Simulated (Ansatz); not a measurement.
SSi, triplet, at a GFN2-xTB geometry (the spin is typed, not shown lowest); CCSD/def2-SVP run with Ansatz (a program for electronic structure).

Ansatz was given this input:
Ansatz 0.2 input:
```yaml
crystal:
  periodic: [false, false, false]
  atoms:
    - {symbol: Si, position_ang: [-0.00000000, -0.00000000, -1.11967259]}
    - {symbol: S, position_ang: [0.00000000, 0.00000000, 0.97971351]}
basis:
  gaussian:
    orbitals: def2-SVP
magnetization: {spin_polarized: true, initial_magnetization: 2}
correlation: {method: ccsd}
```

**Question.** What does Ansatz print? Leave out banner, timings and long lists.

**Answer.** 
```
Functional definition: HF
326 factors; integrals over basis functions are off by at most 1.3e-3 eV
mean field evaluation 1: about -18669.9549 eV, gradient 1.0e1 eV
mean field evaluation 2: about -18669.9571 eV, gradient 1.0e1 eV
mean field evaluation 4: about -18671.0089 eV, gradient 1.7e0 eV
mean field evaluation 8: about -18671.0738 eV, gradient 4.8e-2 eV
mean field evaluation 16: about -18671.0965 eV, gradient 7.4e-1 eV
mean field evaluation 32: about -18671.5928 eV, gradient 5.5e-2 eV
mean field evaluation 64: about -18671.9668 eV, gradient 2.5e-6 eV
mean field evaluation 96: about -18671.5638 eV, gradient 3.3e0 eV
mean field evaluation 128: about -18671.0741 eV, gradient 7.9e-4 eV
mean field evaluation 160: about -18671.9668 eV, gradient 3.7e-3 eV
mean field evaluation 192: about -18671.0741 eV, gradient 7.9e-2 eV
mean field evaluation 224: about -18667.1212 eV, gradient 9.7e0 eV
mean field evaluation 256: about -18671.0454 eV, gradient 1.4e-4 eV
mean field evaluation 288: about -18671.9668 eV, gradient 1.7e-3 eV
mean field evaluation 320: about -18671.5936 eV, gradient 5.5e-3 eV
mean field evaluation 352: about -18668.5281 eV, gradient 1.3e0 eV
mean field evaluation 384: about -18671.0285 eV, gradient 4.1e-1 eV
mean field evaluation 416: about -18667.4188 eV, gradient 9.2e-2 eV
mean field evaluation 448: about -18668.3991 eV, gradient 5.4e0 eV
mean field evaluation 480: about -18671.5922 eV, gradient 2.6e-1 eV
mean field evaluation 512: about -18671.0662 eV, gradient 2.7e-1 eV
mean field evaluation 544: about -18668.5686 eV, gradient 2.6e-2 eV
mean field evaluation 576: about -18667.0655 eV, gradient 7.1e0 eV
mean field evaluation 608: about -18667.0903 eV, gradient 2.2e-1 eV
mean field evaluation 640: about -18667.4188 eV, gradient 4.5e-3 eV
mean field evaluation 672: about -18671.9668 eV, gradient 1.8e-3 eV
mean field evaluation 704: about -18670.8541 eV, gradient 2.3e0 eV
mean field evaluation 736: about -18671.0741 eV, gradient 1.3e-3 eV
mean field evaluation 768: about -18666.4636 eV, gradient 1.3e1 eV
mean field evaluation 800: about -18671.0454 eV, gradient 2.4e-4 eV
mean field -18671.96681630 eV, -686.1821241855 hartree, gradient 1.7e-6 eV, S^2 2.027587; 20 other end points of the search recorded, 0 dependent functions left out
determinant -18671.96681630 eV, -686.1821241855 hartree, with singles and doubles -18677.11165422 eV, -686.3711934915 hartree
determinant -18671.59359889 eV, -686.1684086987 hartree, with singles and doubles -18676.76469234 eV, -686.3584428776 hartree
determinant -18671.07405566 eV, -686.1493158368 hartree, with singles and doubles -18676.63728030 eV, -686.3537605716 hartree
determinant -18671.04537282 eV, -686.1482617621 hartree, with singles and doubles -18676.57713668 eV, -686.3515503344 hartree
determinant -18668.56861899 eV, -686.0572427375 hartree, with singles and doubles -18673.74533879 eV, -686.2474836815 hartree
determinant -18671.96681630 eV, -686.1821241855 hartree, with singles and doubles -18677.11424385 eV, -686.3712886589 hartree
determinant -18671.59359889 eV, -686.1684086987 hartree, with singles and doubles -18676.76569973 eV, -686.3584798987 hartree
determinant -18671.07405566 eV, -686.1493158368 hartree, with singles and doubles -18676.63710222 eV, -686.3537540272 hartree
determinant -18671.04537282 eV, -686.1482617621 hartree, with singles and doubles -18676.59538464 eV, -686.3522209345 hartree
10 core orbitals not correlated
reference -18671.96681630 eV, -686.1821241855 hartree; 6, 4 occupied and 20, 22 virtual orbitals, 326 factors
second order -4.26464477 eV of doubles, -0.00000000 eV of singles
cycle   1  -5.14742667 eV  change    8.8e-7 eV  update   2.1e-6
Total energy: -18677.11424297 eV, -686.3712886265 hartree
```
